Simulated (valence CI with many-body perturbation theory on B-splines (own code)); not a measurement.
## E1 line list for Tl

Method: valence CI with perturbative core correlation (CI+MBPT): three valence electrons over a frozen Dirac-Fock core [Xe] 4f14 5d10, a basis of 11 s, 11 p, 10 d, 8 f, 5 g, 2 h functions for each j, with the one-electron correlation potential Σ1, the two-electron term Σ2, the three-electron term Σ3, Breit, model QED; selected CI, second order for the rest, scaled by the run's own slope (own B-spline code, finite nucleus).

Against 11 measured levels this calculation errs by 213 cm⁻¹ on average and by 346 at most. These come from a selection out of the NIST Handbook of Basic Atomic Spectroscopic Data. Levels without a partner in it may be off by more.

Lines 101 to 114 of 114 in falling wavelength, among levels below 5.736 eV, chosen from the strongest by gf and those to the six lowest levels. Wavelengths and rates use the calculated energies, so an error of 200 cm⁻¹ moves a line at 2603 Å by 0.52 % and its rate by three times that or more. Electric multipoles are in the length gauge, E1 and E2 with the static RPA response of the core. Weak lines are less certain than strong ones. Lines between different terms over intervals too small for the method are left out, as are lines whose strength nearly cancels. The highest levels of a list are the least certain.

| λ vac (Å) | Upper | Lower | A (s⁻¹) | S (a.u.) |
| --- | --- | --- | --- | --- |
| 2747 | 6s2 8d 2D_5/2 | 6s2 6p 2P°_3/2 | 1.60e+07 | 9.82e-01 |
| 2736 | 6s 6p2 4P_1/2 | 6s2 6p 2P°_3/2 | 1.92e+06 | 3.89e-02 |
| 2700 | 6s2 10s 2S_1/2 | 6s2 6p 2P°_3/2 | 3.76e+06 | 7.31e-02 |
| 2642 | 6s2 9d 2D_3/2 | 6s2 6p 2P°_3/2 | 1.44e+06 | 5.23e-02 |
| 2642 | 6s2 9d 2D_5/2 | 6s2 6p 2P°_3/2 | 7.71e+06 | 4.21e-01 |
| 2616 | 6s2 11s 2S_1/2 | 6s2 6p 2P°_3/2 | 1.76e+06 | 3.11e-02 |
| 2603 | 6s2 8s 2S_1/2 | 6s2 6p 2P°_1/2 | 1.82e+07 | 3.17e-01 |
| 2394 | 6s2 7d 2D_3/2 | 6s2 6p 2P°_1/2 | 4.78e+07 | 1.29e+00 |
| 2334 | 6s2 9s 2S_1/2 | 6s2 6p 2P°_1/2 | 7.03e+06 | 8.82e-02 |
| 2256 | 6s2 8d 2D_3/2 | 6s2 6p 2P°_1/2 | 1.85e+07 | 4.20e-01 |
| 2248 | 6s 6p2 4P_1/2 | 6s2 6p 2P°_1/2 | 1.57e+07 | 1.76e-01 |
| 2223 | 6s2 10s 2S_1/2 | 6s2 6p 2P°_1/2 | 4.16e+06 | 4.52e-02 |
| 2184 | 6s2 9d 2D_3/2 | 6s2 6p 2P°_1/2 | 9.28e+06 | 1.91e-01 |
| 2166 | 6s2 11s 2S_1/2 | 6s2 6p 2P°_1/2 | 1.76e+06 | 1.77e-02 |
